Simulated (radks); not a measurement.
Question: The mean radii <r> (bohr) of the occupied orbitals of an atom or ion are listed with their occupations. Method: Dirac Kohn-Sham, PBE, spin-unpolarised, spherical densities, finite nucleus; Fermi nuclear charge, rms radius of each element as measured or else 0.836 A^(1/3) + 0.57 fm; computed with a radial shooting solver on a logarithmic mesh with Libxc functionals.

orbital      occ.      <r>
1s1/2           2  0.02457
2s1/2           2   0.1048
2p1/2           2  0.08795
2p3/2           4  0.09416
3s1/2           2   0.2783
3p1/2           2   0.2681
3p3/2           4   0.2802
3d3/2           4   0.2514
3d5/2           6   0.2552
4s1/2           2   0.6353
4p1/2           2   0.6534
4p3/2           4   0.6800
4d3/2           4   0.7316
4d5/2           6   0.7409
5s1/2           2    1.462
5p1/2           2    1.602
5p3/2           4    1.666
7p1/2    0.333333    6.465
7p3/2    0.666667    6.570

Name the element and its charge. Open shells, if any, are shared by 2j + 1.

Answer: Z = 58, cerium, charge +3: Ce3+ in [Xe] 7p1. The 1s radius gives Z: for a bare nucleus <r> = (2 gamma + 1)/(2Z) with gamma = sqrt(1 - (Z/c)^2), 0.02424 bohr for Z = 58, and screening makes it slightly larger (0.02457 here). The occupations add up to 55, and the charge is Z minus that.
